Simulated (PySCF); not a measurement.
# Ionisation energy of W⁵⁵⁺ by level of theory

W⁵⁵⁺ [Ar] 3d1 [3d3/2^1, M_J = 3/2] → W⁵⁶⁺ [Ar], as a difference of total energies. All numbers are calculated (PySCF 2.14, the two-component X2C-1e Hamiltonian, in an uncontracted even-tempered set (15 s from 16 bohr⁻², ratio 2.8; 12 p from 21 bohr⁻², ratio 2.8; 8 d from 21 bohr⁻², ratio 2.8; 3 f from 63 bohr⁻², ratio 3)). Correlated levels: [Ne] frozen; the 72 highest virtual spinors dropped. "Screened" scales the spin-orbit matrix elements by Boettger's factors to mimic the two-electron term; Breit and QED terms are absent.

```json
{"method": "GHF (spin-free)", "ionisation energy (eV)": "5299.0"}
{"method": "GMP2 (spin-free)", "ionisation energy (eV)": "5298.5"}
{"method": "GHF (screened spin-orbit)", "ionisation energy (eV)": "5345.2"}
{"method": "GMP2 (screened spin-orbit)", "ionisation energy (eV)": "5344.7"}
```

Breit and QED terms and the two-electron picture change are absent.

The spin-free rows lack the spin-orbit shift.

For comparison: 5348 ± 4 eV (semi-empirical (NIST evaluation); NIST Atomic Spectra Database, ionization energies).
